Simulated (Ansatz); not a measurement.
Ansatz (a program for electronic structure) input:
A basis named .json is the Basis Set Exchange file of that set.

Ansatz 0.2 input:
```yaml
crystal:
  periodic: [false, false, false]
  atoms:
    - {symbol: Si, position_ang: [-0.24147554, -1.01896928, -0.81829652]}
    - {symbol: N, position_ang: [-1.13307659, -0.70537793, 0.62903103]}
    - {symbol: Si, position_ang: [-2.04338470, 0.71114014, 1.05925508]}
    - {symbol: O, position_ang: [1.27969233, -0.40939608, -0.77566078]}
    - {symbol: Si, position_ang: [2.15446965, 0.82124421, -0.13252761]}
    - {symbol: H, position_ang: [-0.11520649, -2.47970110, -0.98657252]}
    - {symbol: H, position_ang: [-0.97247916, -0.38288886, -1.93086829]}
    - {symbol: H, position_ang: [-0.97470454, -1.35900557, 1.38595541]}
    - {symbol: H, position_ang: [-2.44958166, 1.36260612, -0.21436163]}
    - {symbol: H, position_ang: [-3.23999830, 0.30952081, 1.85378216]}
    - {symbol: H, position_ang: [1.38932701, 2.08896878, -0.20145829]}
    - {symbol: H, position_ang: [3.40659874, 0.95293860, -0.90662196]}
    - {symbol: H, position_ang: [2.47551018, 0.53256436, 1.28418106]}
basis:
  gaussian:
    orbitals: cc-pV_T+d_Z.json
magnetization: {spin_polarized: true, initial_magnetization: 1}
correlation: {method: ccsd_t, electrons: outside_noble_gas}
```

Problem. What final total energy does it print?

Solution. -1001.87208 Eh (CCSD(T)/cc-pV(T+d)Z). The basis has 289 functions.

It need not be the lowest isomer of its formula.
